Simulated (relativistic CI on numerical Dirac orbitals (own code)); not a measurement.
# Mn¹⁸⁺: sensitivity of the levels to the model

Base calculation: Dirac-Coulomb-Breit CI, KLI orbitals optimised for each configuration, model QED (radiative potential, 1s self-energy scaled to tabulated hydrogen-like ionisation energies), unscaled Slater integrals.

Configurations in the expansion (outside the closed core 1s2): 2s2.2p3, 2s.2p4, 2p5, 2p4.3s, 2p4.3p, 2p4.3d, 2s2.2p2.3s, 2s2.2p2.3p, 2s2.2p2.3d, 2s.2p3.3s, 2s.2p3.3p, 2s.2p3.3d, 2s2.2p2.4s, 2s2.2p2.4p, 2s2.2p2.4d, 2s2.2p2.4f. Levels of other configurations are missing.

The lowest level and the first level of each name with at least 55 % of one term (blank where a level has no safe partner in the second run):

```csv
Level,Base (eV),Shift (eV)
2s2.2p3 4S°_3/2,0.000,0.000
2s2.2p3 2D°_3/2,16.785,+0.001
2s2.2p3 2D°_5/2,20.663,-0.001
2s2.2p3 2P°_1/2,30.376,+0.008
2s2.2p3 2P°_3/2,36.531,+0.007
2s.2p4 4P_5/2,88.074,+0.332
2s.2p4 4P_3/2,95.101,+0.332
2s.2p4 4P_1/2,97.590,+0.332
2s.2p4 2D_3/2,122.883,+0.332
2s.2p4 2D_5/2,124.276,+0.332
2s.2p4 2S_1/2,141.188,+0.332
2s.2p4 2P_3/2,147.119,+0.333
2s.2p4 2P_1/2,157.069,+0.333
2p5 2P°_3/2,231.489,+0.573
2p5 2P°_1/2,242.644,+0.574
2s2.2p2.3s 4P_1/2,807.706,+1.134
2s2.2p2.3s 4P_3/2,814.306,+1.134
2s2.2p2.3s 2P_1/2,818.203,+1.133
2s2.2p2.3s 4P_5/2,819.004,+1.134
2s2.2p2.3s 2P_3/2,823.142,+1.133
2s2.2p2.3s 2D_5/2,834.443,+1.134
2s2.2p2.3s 2D_3/2,835.492,+1.134
```

At this charge energies of transitions that change n are usually good to better than 1 %, and those within a shell (Δn = 0) to a few per cent.

Task: One thing was changed in a second run, which moved the levels as shown. Which?
A. configuration mixing switched off
B. only the first 3 configurations
C. QED terms removed
D. one mean potential for all configurations
E. Breit term removed
F. P86 correlation estimate

Result: F. P86 correlation estimate. A correlation estimate moves all levels of a configuration together before mixing; mixed levels move by a weighted share.

LS names give the leading component of a level, which can be under half, so a name can repeat, a term be missing and a line seem to break the LS rules.
